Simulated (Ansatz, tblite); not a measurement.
Removing and adding an electron: Al₉N₉H₂₆, a nanocrystal cut from wurtzite AlN (hydrogen-capped). Total charge 0; singlet. Geometry: PBE-D4/def2-SVP. Ansatz, gas phase; energy differences of separate SCF runs; the oxidised species was run as a doublet alone; the reduced species was run as a doublet alone.

Cartesian coordinates in Å:
```
N -0.102 -3.159 -0.690
Al 0.497 -1.640 -1.747
N -1.211 -1.157 -2.672
Al 2.352 -0.657 0.402
N 0.731 -0.158 -0.592
Al 1.304 1.369 -1.553
Al -1.842 0.649 -2.395
N -0.385 1.918 -2.474
N 1.509 2.845 -0.303
Al -1.713 -2.888 0.415
Al 0.442 -2.004 2.636
N 1.760 -0.617 2.237
N -1.111 -1.435 1.539
Al -0.682 0.144 0.603
N -2.248 0.635 -0.498
Al 1.297 1.184 2.841
N -0.296 1.603 1.734
Al -0.057 3.284 0.811
H -0.207 -3.998 -1.281
H 0.645 -3.409 -0.008
H 1.540 -1.952 -2.913
H -1.173 -1.417 -3.669
H -1.951 -1.760 -2.249
H 2.685 -2.149 -0.144
H 3.404 0.521 0.029
H 2.402 1.257 -2.706
H -3.058 1.038 -3.354
H -0.191 2.241 -3.434
H -0.739 2.754 -1.958
H 2.258 2.605 0.380
H 1.857 3.688 -0.785
H -2.158 -4.208 1.203
H -2.811 -2.293 -0.661
H 0.949 -3.395 1.959
H 0.001 -2.007 4.180
H 2.582 -0.874 2.814
H -1.857 -1.247 2.230
H -3.016 -0.032 -0.315
H -2.586 1.570 -0.212
H 2.451 2.206 2.320
H 0.867 1.221 4.387
H -1.058 1.730 2.422
H -1.270 3.449 -0.293
H 0.189 4.545 1.764
```

The xTB rows come from tblite. Single mean-field runs in def2-TZVP are fitted with def2-universal-jkfit. HOMO above LUMO, or a gap near zero within one spin, warns that the state may not be the lowest or that an electron is smeared out.

```tsv
level	−HOMO (eV)	vertical IE (eV)	−LUMO (eV)	vertical EA (eV)	HOMO–LUMO gap (eV)	IE − EA (eV)	remarks
GFN1-xTB	9.47	11.40	4.96	3.20	4.51	8.20	–
GFN2-xTB	10.00	11.89	5.23	3.42	4.77	8.47	–
PBE0-D4/def2-TZVP	7.26	8.69	0.71	-0.21	6.55	8.89	HOMO above zero (-1 doublet)
```

(1) Estimate the rows for PBE-D4/def2-TZVP, BLYP-D4/def2-TZVP.

## Answers

(1) 
```json
{"level": "PBE-D4/def2-TZVP", "−HOMO (eV)": "6.05", "vertical IE (eV)": "8.01", "−LUMO (eV)": "1.47", "vertical EA (eV)": "0.12", "HOMO–LUMO gap (eV)": "4.58", "IE − EA (eV)": "7.89", "remarks": "HOMO above zero (-1 doublet), gap within one spin near zero (+1 doublet)"}
{"level": "BLYP-D4/def2-TZVP", "−HOMO (eV)": "5.96", "vertical IE (eV)": "7.99", "−LUMO (eV)": "1.35", "vertical EA (eV)": "0.06", "HOMO–LUMO gap (eV)": "4.60", "IE − EA (eV)": "7.93", "remarks": "HOMO above zero (-1 doublet), gap within one spin near zero (+1 doublet)"}
```

   A HOMO above zero means that the electron is unbound at that level or that self-interaction error raises the level; the energy of removing that electron tells which. Raw xTB energy differences between charge states are shifted by several eV; the methods need an empirical correction for them. Sets without diffuse functions give affinities that are too small. A negative affinity means that the extra electron isn't bound; its size then hangs on the basis.
